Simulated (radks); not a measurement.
Polarisability of neutral vanadium, [Ar] 3d3 4s2, at imaginary frequency. All-electron calculation, non-relativistic Kohn-Sham, LDA (Slater exchange, Perdew-Wang correlation), spin-polarised, spherical densities, point nucleus; open shells are filled with parallel spins first. Program: a radial shooting solver on a logarithmic mesh with Libxc functionals. Response by self-consistent Sternheimer equations with the Hartree and adiabatic LDA kernel.

w (hartree),alpha1(iw) (bohr^3)
0.00266,85.06
0.0143,84.33
0.0360,80.52
0.0697,70.52
0.118,54.30
0.186,36.74
0.280,22.78
0.413,13.60
0.605,8.057
0.892,4.765
1.35,2.753
2.12,1.470
3.59,0.6643
6.94,0.2250
17.5,0.04631

Static values: alpha1 = 85.09 bohr^3 (12.61 angstrom^3; uncoupled 160.1). C6 = 896.5, triple-dipole C9 = 54940 atomic units. One-pole (London) frequency 4 C6 / (3 alpha1^2) = 0.165 hartree, against 0.161 for minus the highest occupied eigenvalue. The dipole shielding factor is 1.000, as the force sum rule N/Z = 1.000 demands. Recommended static value: 87 bohr^3 (Schwerdtfeger and Nagle, 2023 table).
